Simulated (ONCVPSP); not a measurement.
**Reading a pseudo-wave (Ca)**

Columns: radius, all-electron u(r) and pseudo u(r) of the 3p shell (level -31.27 eV) of calcium in the configuration [Ne] 3s2 3p6 4s1.5; LDA (Perdew-Wang 92), scalar-relativistic, ONCV scheme, ONCVPSP 4.0.1.

```
r (bohr)  all-electron  pseudo
   0.090       -0.2885  0.0202
   0.180       -0.4761  0.0788
   0.270       -0.4023  0.1697
   0.360       -0.1790  0.2842
   0.450        0.0919  0.4114
   0.540        0.3495  0.5402
   0.630        0.5653  0.6603
   0.720        0.7296  0.7634
   0.810        0.8432  0.8439
   0.900        0.9123  0.8990
   0.990        0.9445  0.9286
   1.080        0.9478  0.9346
   1.170        0.9294  0.9205
   1.260        0.8956  0.8905
   1.350        0.8514  0.8488
   1.440        0.8006  0.7995
   1.530        0.7462  0.7459
   1.620        0.6905  0.6904
   1.710        0.6352  0.6351
   1.800        0.5813  0.5813
   1.890        0.5298  0.5298
   1.980        0.4811  0.4811
   2.070        0.4355  0.4355
   2.160        0.3932  0.3932
   2.250        0.3542  0.3541
   2.340        0.3184  0.3184
```

How many radial nodes do the two functions have?

The all-electron 3p function has n − l − 1 = 1; the pseudo-wave has 0, since the states of the same l below it are removed with the core.

At about which radius was the pseudo-wave matched?

1.75 bohr. The columns agree to 0.0005 from 1.53 bohr on; several derivatives are matched, so the curves merge somewhat inside the radius.

Is the pseudo-wave norm-conserving?

Yes: the ONCV scheme keeps the norm inside the radius equal to the all-electron one, which fixes the energy derivative of the logarithmic derivative at the level.
